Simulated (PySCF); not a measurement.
State search for BeO⁺

Unrestricted PBE0; basis Be aug-pcseg-1, O aug-pcseg-1; no relativity; PySCF 2.14. Outer shells of the fragments: Be+ 2s1; O 2s2 2p4.

Followed along the bond (rough minima from three points):

```json
{"2Ms+1": "2", "unpaired": "π ↑", "⟨S²⟩ at the start": "0.76", "R at minimum (Å)": "1.45", "Te (eV)": "0.00"}
{"2Ms+1": "4", "unpaired": "σ ↑, π ↑↑", "⟨S²⟩ at the start": "3.75", "R at minimum (Å)": "none in the scan", "Te (eV)": "≤ 2.65"}
```

Solutions found at the starting distance of 1.660 Å, counted from the lowest of them; the search is not exhaustive and high or unbound solutions are not listed, so other states can lie among these:

| 2Ms+1 | unpaired | term | E (eV) | ⟨S²⟩ | ⟨Lz²⟩ | μ (D) |
| --- | --- | --- | --- | --- | --- | --- |
| 2 | π ↑ | ²Π | 0.00 | 0.76 | 1.01 | -8.42 |
| 2 | σ ↑ | ²Σ⁺ | 1.87 | 0.75 | 0.00 | -8.38 |
| 4 | σ ↑, π ↑↑ | ⁴Σ⁻ | 2.34 | 3.75 | 0.00 | -1.59 |
| 2 | σ ↓, π ↑↑ | mixed | 2.43 | 1.75 | 0.00 | -1.47 |
| 2 | σ ↑, π ↑↓ | mixed | 3.18 | 1.75 | 2.01 | -1.53 |
| 4 | σ ↑↑, π ↑ | ⁴Π | 3.77 | 3.75 | 1.00 | -1.54 |

A term symbol is given only where ⟨S²⟩ and ⟨Lz²⟩ are close to those of a pure state; real π, δ and φ orbitals otherwise mix terms. A positive dipole points towards O; it is taken about the centre of mass and depends on that origin.

Counting both spins, an empty level lies below a filled one in some of these solutions, because spin and occupation are held.
